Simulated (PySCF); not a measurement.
## Basis-set dependence of population analyses: `CC(C)C1CCCC1`

C₈H₁₆.
SMILES with atom numbers: `[CH3:1][CH:2]([CH3:3])[CH:4]1[CH2:5][CH2:6][CH2:7][CH2:8]1` (hydrogens: H9, H10, H11 on C1; H12 on C2; H13, H14, H15 on C3; H16 on C4; H17, H18 on C5; H19, H20 on C6; H21, H22 on C7; H23, H24 on C8)

Geometry (PBE0-D3(BJ)/def2-SVP, Å), atoms numbered from 1 in this order:
```
atom  x, y, z in Å
C1    -2.1532    0.4152    1.3062
C2    -1.4096   -0.2352    0.1440
C3    -2.2412   -0.1565   -1.1320
C4    -0.0173    0.3751   -0.0391
C5     0.7885   -0.1765   -1.2223
C6     2.2276    0.1870   -0.8789
C7     2.3177   -0.1367    0.6129
C8     0.9226    0.1956    1.1799
H9    -2.3329    1.4843    1.1030
H10   -3.1330   -0.0602    1.4688
H11   -1.5883    0.3461    2.2477
H12   -1.2613   -1.3051    0.3890
H13   -2.3566    0.8904   -1.4600
H14   -3.2509   -0.5657   -0.9721
H15   -1.7830   -0.7170   -1.9599
H16   -0.1551    1.4594   -0.2124
H17    0.6805   -1.2760   -1.2655
H18    0.4573    0.2209   -2.1932
H19    2.3840    1.2669   -1.0451
H20    2.9755   -0.3455   -1.4861
H21    2.5289   -1.2110    0.7390
H22    3.1290    0.4040    1.1228
H23    0.9420    1.1041    1.8003
H24    0.5619   -0.6148    1.8338
```

PBE0 throughout (PySCF), one geometry, spherical d and f functions. The structure is a single PBE0-D3(BJ)/def2-SVP conformer in the gas phase; no vibrational or solvent corrections. Atoms taken as equivalent share a column and are averaged. The first 7 of 12 kinds of atom are listed.

Mulliken charges (e):

```json
{"basis": "STO-3G", "functions": "56", "C1/C3": "-0.231", "C2": "-0.051", "C4": "-0.056", "C5/C8": "-0.145", "C6/C7": "-0.144", "H9 (×6)": "+0.074", "H12": "+0.068"}
{"basis": "pcSseg-0", "functions": "104", "C1/C3": "-0.563", "C2": "-0.463", "C4": "-0.355", "C5/C8": "-0.422", "C6/C7": "-0.484", "H9 (×6)": "+0.224", "H12": "+0.242"}
{"basis": "6-31G", "functions": "104", "C1/C3": "-0.480", "C2": "-0.164", "C4": "-0.126", "C5/C8": "-0.321", "C6/C7": "-0.327", "H9 (×6)": "+0.159", "H12": "+0.152"}
{"basis": "6-31G*", "functions": "144", "C1/C3": "-0.523", "C2": "-0.137", "C4": "-0.109", "C5/C8": "-0.340", "C6/C7": "-0.336", "H9 (×6)": "+0.169", "H12": "+0.151"}
{"basis": "cc-pVDZ", "functions": "192", "C1/C3": "-0.025", "C2": "-0.171", "C4": "-0.136", "C5/C8": "-0.011", "C6/C7": "-0.051", "H9 (×6)": "+0.036", "H12": "+0.013"}
{"basis": "def2-SVP", "functions": "192", "C1/C3": "-0.023", "C2": "-0.160", "C4": "-0.208", "C5/C8": "+0.005", "C6/C7": "-0.054", "H9 (×6)": "+0.035", "H12": "+0.025"}
{"basis": "pcSseg-1", "functions": "216", "C1/C3": "-0.213", "C2": "-0.328", "C4": "-0.319", "C5/C8": "-0.162", "C6/C7": "-0.215", "H9 (×6)": "+0.112", "H12": "+0.107"}
{"basis": "6-311+G(2d,p)", "functions": "312", "C1/C3": "-0.666", "C2": "+0.359", "C4": "+0.497", "C5/C8": "-0.457", "C6/C7": "-0.376", "H9 (×6)": "+0.150", "H12": "+0.093"}
{"basis": "aug-cc-pVDZ", "functions": "328", "C1/C3": "+0.931", "C2": "-0.862", "C4": "+0.451", "C5/C8": "+0.827", "C6/C7": "+0.569", "H9 (×6)": "-0.102", "H12": "-0.491"}
```

IAO charges (e):

| basis | functions | C1/C3 | C2 | C4 | C5/C8 | C6/C7 | H9 (×6) | H12 |
| --- | --- | --- | --- | --- | --- | --- | --- | --- |
| STO-3G | 56 | -0.387 | -0.120 | -0.119 | -0.254 | -0.255 | +0.129 | +0.122 |
| pcSseg-0 | 104 | -0.416 | -0.106 | -0.123 | -0.273 | -0.272 | +0.136 | +0.126 |
| 6-31G | 104 | -0.428 | -0.087 | -0.106 | -0.273 | -0.267 | +0.138 | +0.120 |
| 6-31G* | 144 | -0.408 | -0.083 | -0.100 | -0.259 | -0.254 | +0.131 | +0.114 |
| cc-pVDZ | 192 | -0.408 | -0.081 | -0.101 | -0.260 | -0.255 | +0.131 | +0.114 |
| def2-SVP | 192 | -0.397 | -0.081 | -0.100 | -0.254 | -0.249 | +0.128 | +0.112 |
| pcSseg-1 | 216 | -0.407 | -0.085 | -0.104 | -0.260 | -0.255 | +0.131 | +0.115 |
| 6-311+G(2d,p) | 312 | -0.421 | -0.086 | -0.103 | -0.267 | -0.261 | +0.135 | +0.118 |
| aug-cc-pVDZ | 328 | -0.419 | -0.084 | -0.102 | -0.266 | -0.260 | +0.135 | +0.117 |

Hirshfeld charges (e):

```
        basis  functions   C1/C3      C2      C4   C5/C8   C6/C7  H9 (×6)     H12
       STO-3G         56  -0.045  +0.016  +0.005  -0.022  -0.019   +0.012  +0.005
     pcSseg-0        104  -0.105  +0.001  -0.009  -0.059  -0.057   +0.032  +0.019
        6-31G        104  -0.103  -0.006  -0.013  -0.060  -0.059   +0.031  +0.023
       6-31G*        144  -0.103  -0.010  -0.015  -0.061  -0.060   +0.032  +0.025
      cc-pVDZ        192  -0.111  -0.014  -0.017  -0.066  -0.065   +0.034  +0.028
     def2-SVP        192  -0.114  -0.014  -0.018  -0.068  -0.066   +0.035  +0.028
     pcSseg-1        216  -0.116  -0.019  -0.021  -0.070  -0.070   +0.037  +0.029
6-311+G(2d,p)        312  -0.117  -0.030  -0.032  -0.074  -0.075   +0.038  +0.035
  aug-cc-pVDZ        328  -0.123  -0.030  -0.031  -0.078  -0.078   +0.040  +0.036
```

ESP-fitted charges (e):

| basis | functions | C1/C3 | C2 | C4 | C5/C8 | C6/C7 | H9 (×6) | H12 |
| --- | --- | --- | --- | --- | --- | --- | --- | --- |
| STO-3G | 56 | -0.493 | +0.182 | +0.189 | -0.167 | -0.147 | +0.121 | +0.025 |
| pcSseg-0 | 104 | -0.581 | +0.233 | +0.269 | -0.190 | -0.160 | +0.140 | +0.013 |
| 6-31G | 104 | -0.461 | +0.213 | +0.191 | -0.131 | -0.117 | +0.110 | +0.002 |
| 6-31G* | 144 | -0.499 | +0.260 | +0.220 | -0.135 | -0.119 | +0.116 | -0.006 |
| cc-pVDZ | 192 | -0.432 | +0.249 | +0.220 | -0.106 | -0.093 | +0.097 | -0.017 |
| def2-SVP | 192 | -0.420 | +0.231 | +0.236 | -0.108 | -0.090 | +0.095 | -0.015 |
| pcSseg-1 | 216 | -0.471 | +0.281 | +0.240 | -0.117 | -0.092 | +0.106 | -0.025 |
| 6-311+G(2d,p) | 312 | -0.541 | +0.346 | +0.243 | -0.129 | -0.104 | +0.120 | -0.027 |
| aug-cc-pVDZ | 328 | -0.516 | +0.324 | +0.232 | -0.125 | -0.099 | +0.114 | -0.022 |

Some averages cover members that differ in this geometry, most widely: C6/C7, Mulliken in aug-cc-pVDZ +0.517 to +0.621; H9 (×6), Mulliken in aug-cc-pVDZ -0.146 to -0.055; C1/C3, Mulliken in aug-cc-pVDZ +0.895 to +0.967; C1/C3, ESP-fitted in pcSseg-0 -0.614 to -0.547 e.

Which scheme is steadiest as the basis changes?

Largest range over the bases for any column: IAO 0.04 e, Hirshfeld 0.08 e, ESP-fitted 0.16 e, Mulliken 1.60 e. IAO charges move least and Mulliken charges most, counted in e. Without the minimal STO-3G basis the ranges are IAO 0.03, Hirshfeld 0.03, ESP-fitted 0.16, Mulliken 1.60 e.

How much do the charges still move between the two largest bases, 6-311+G(2d,p) and aug-cc-pVDZ?

At most, over all atoms: Mulliken 1.632 e, IAO 0.002 e, Hirshfeld 0.007 e, ESP-fitted 0.029 e.

What do the same runs give for the total energy, the frontier levels and the dipole moment?

| basis | energy (Eh) | HOMO (eV) | LUMO (eV) | μ (D) |
| --- | --- | --- | --- | --- |
| STO-3G | -310.4343 | -7.26 | 9.14 | 0.01 |
| pcSseg-0 | -313.4118 | -8.54 | 1.98 | 0.01 |
| 6-31G | -314.0339 | -8.31 | 2.52 | 0.06 |
| 6-31G* | -314.1055 | -8.33 | 2.53 | 0.07 |
| cc-pVDZ | -314.1249 | -8.38 | 1.76 | 0.05 |
| def2-SVP | -313.8886 | -8.43 | 1.66 | 0.05 |
| pcSseg-1 | -314.0661 | -8.49 | 1.38 | 0.06 |
| 6-311+G(2d,p) | -314.1935 | -8.46 | 0.31 | 0.08 |
| aug-cc-pVDZ | -314.1419 | -8.43 | -0.05 | 0.09 |
